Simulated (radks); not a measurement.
Nd V, configuration [Kr] 4d10 4f2 5s2 5p5.75 5f0.25 (fractional occupations, a model configuration). All-electron calculation, scalar-relativistic Kohn-Sham, PBE, spin-polarised, spherical densities, finite nucleus; open shells are filled with parallel spins first (spin-orbit coupling, left out, can overturn this in heavy ions); Fermi nuclear charge, rms radius 4.9123 fm. Program: a radial shooting solver on a logarithmic mesh with Libxc functionals. Some entries of the table are withheld. Estimate them.

orbital,occ.,eigenvalue (eV),r(max) (bohr)
1s up,1,-43450.23,0.01510
1s down,1,-43450.21,0.01510
2s up,1,-7073.163,0.08550
2s down,1,-7073.146,0.08550
2p up,3,-6328.855,0.06893
2p down,3,-6328.835,0.06893
3s up,1,-1578.712,0.2438
3s down,1,-1578.011,0.2438
3p up,3,-1343.950,0.2388
3p down,3,-1343.251,0.2387
3d up,5,-1018.014,0.1962
3d down,5,-1017.469,0.1961
4s up,1,-357.6250,0.5643
4s down,1,-355.7967,0.5642
4p up,3,-280.3254,0.5885
4p down,3,-278.4967,0.5883
4d up,5,-170.2685,0.6153
4d down,5,-168.4409,0.6151
5s up,1,-85.0706,(1)
5s down,1,-83.8732,(2)
5p up,3,-64.3910,1.421
5p down,2.75,-63.3921,1.427
4f up,2,(3),0.6357
4f down,0,(4),0.6360
5f up,0.25,-17.6597,3.181

Answer. 
(1) 5s up r(max) (bohr): 1.279
(2) 5s down r(max) (bohr): 1.284
(3) 4f up eigenvalue (eV): -52.2692
(4) 4f down eigenvalue (eV): -50.5413
